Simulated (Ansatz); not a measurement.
Reaction (cleavage of the Si–Si bond): `BS[SiH2][SiH2][SiH3]` + `OCF` → `FCO[SiH2][SiH3]` + `BS[SiH3]`

Isolated molecules relaxed with PBE0-D4/def2-TZVP in Ansatz; ΔE leaves out vibrations. CBS: MP2 limit from def2 TZ/QZ plus the TZ coupled-cluster correction, frozen cores. DFT in def2-TZVPP. B3LYP here is the variant with VWN-RPA as its local correlation; programs differ in this. One conformer a species, not always the lowest.

| level | ΔE (kJ/mol) | difference from CCSD(T)/CBS |
| --- | --- | --- |
| PBE-D4 | -37.3 | 22.4 |
| r2SCAN-D4 | -56.0 | 3.7 |
| PBE0-D4 | -42.4 | 17.3 |
| B3LYP-D4 | -60.8 | -1.1 |
| ωB97X-V | -62.2 | -2.5 |
| ωB97M-V | -64.7 | -5.0 |
| B2PLYP | -69.9 | -10.2 |
| PBE | -43.1 | 16.6 |
| r2SCAN | -57.8 | 1.9 |
| PBE0 | -48.1 | 11.6 |
| B3LYP | -70.2 | -10.5 |
| HF/def2-TZVPP | -92.3 | -32.6 |
| MP2/def2-TZVPP | -65.2 | -5.5 |
| SCS-MP2/def2-TZVPP | -72.7 | -13.0 |
| CCSD/def2-TZVPP | -65.9 | -6.2 |
| CCSD(T)/def2-TZVPP | -61.2 | -1.5 |
| HF/def2-QZVPP | -94.2 | -34.5 |
| MP2/def2-QZVPP | -65.0 | -5.3 |
| SCS-MP2/def2-QZVPP | -72.3 | -12.6 |
| HF/CBS(def2) | -94.5 | -34.8 |
| MP2/CBS(def2) | -63.7 | -4.0 |
| CCSD/CBS(def2) | -64.4 | -4.7 |
| CCSD(T)/CBS | -59.7 | 0 |

Largest T1 diagnostic among the species: 0.015.

From PBE to PBE0 (25 % exact exchange), in def2-TZVPP and without D4, ΔE moves by −5.0 kJ/mol. The D4 term adds +9.4 kJ/mol with B3LYP and +5.7 kJ/mol with PBE0; it sums over pairs of atoms, weighted by their polarisabilities, and B3LYP, whose exchange is more repulsive, gets the larger term. In def2-TZVPP, CCSD(T) changes the Hartree–Fock value by +31.1 kJ/mol (the triples alone add +4.7 kJ/mol) and MP2 by +27.1 kJ/mol.
